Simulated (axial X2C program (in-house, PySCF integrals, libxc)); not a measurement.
Values are calculated unless marked as measured or tabulated.
# MoC⁺: input and output

Program: an axial X2C code built on PySCF integrals.

Input file and command:
```json
{"zs": [42, 6], "q": 1, "bas": ["dyall-cv3z", "dyall-v3z"], "levels": ["PBE0", "HF", "LDA"], "cc": true, "r0": 1.88, "thr": -1.0, "nmax": 90, "npts": 10, "nst": 2, "ntry": 6}
```
```bash
python so2c.py task.json out
```

Keys: zs atomic numbers; q charge; bas basis sets; levels methods; cc coupled cluster on or off; r0 starting distance in Å; thr threshold in hartree for freezing inner shells (an s shell follows its p shell); nmax most natural virtual spinors; npts points on the curve; nst determinants followed; ntry starts of the search. HF also brings MP2.

Output of the HF step, with spin–orbit coupling, at R = 1.620 Å for the state Ω = 3/2. It starts from PBE0 orbitals of this distance.

```
two-component X2C + atomic mean field  HF
basis functions 196  fitting functions 938  grid points 5076
iter        total energy     max residual
   1      -4082.058154947     3.92e-01
   2      -4082.080207480     9.40e-03
   3      -4082.081815777     2.61e-02
   4      -4082.083432350     2.24e-02
   5      -4082.085972709     7.67e-03
   6      -4082.088835048     3.00e-02
   7      -4082.091093199     2.57e-02
   8      -4082.092871368     3.72e-03
   9      -4082.093210004     4.65e-03
  10      -4082.093395164     3.43e-03
  11      -4082.093431876     6.91e-04
  12      -4082.093444882     6.30e-04
  13      -4082.093448848     5.24e-04
  14      -4082.093450051     9.12e-05
  15      -4082.093450398     6.92e-05
  16      -4082.093450515     6.94e-05
  17      -4082.093450555     1.87e-05
  18      -4082.093450572     1.59e-05
  19      -4082.093450579     1.61e-05
  20      -4082.093450582     5.63e-06
  21      -4082.093450582     1.30e-06
converged
one-electron -5780.30879324  Coulomb 1745.32766852  exact exchange -127.52855648  xc functional 0.00000000  nuclear repulsion 82.31645503  atomic mean-field constant -1.90022441
correlated 9  virtual 269  natural virtual 90  E(MP2) -0.279493475  MP2 remainder -0.010059150
iter   CCSD correlation   residual
   1     -0.254480296   1.97e-01
   2     -0.270460734   1.11e-01
   3     -0.286511442   7.11e-02
   4     -0.292500653   3.12e-02
   5     -0.293787479   1.32e-02
   6     -0.294114537   6.68e-03
   7     -0.294226924   3.40e-03
   8     -0.294201488   1.55e-03
   9     -0.294178993   7.29e-04
  10     -0.294194596   3.06e-04
  11     -0.294191336   1.53e-04
  12     -0.294196390   7.40e-05
  13     -0.294194634   3.85e-05
  14     -0.294193886   1.93e-05
  15     -0.294192898   1.06e-05
  16     -0.294192038   6.42e-06
  17     -0.294191638   3.76e-06
  18     -0.294191466   2.15e-06
  19     -0.294191369   9.80e-07
  20     -0.294191399   5.47e-07
  21     -0.294191385   2.87e-07
(T) -0.019302609  T1 0.1387  D1 0.2047  max T2 0.085
```
Energies are in hartree; totals compare only within one Hamiltonian and basis. T1 is large, a sign of multireference character or of a spin-contaminated reference. T1 in the output is the amplitude norm over the root of the electron number; divide by √2 for the Lee–Taylor value. The determinant is spin-polarised beyond a pure state at some levels (its spin-free form has ⟨S²⟩ too high), which makes Re and μ there less reliable.
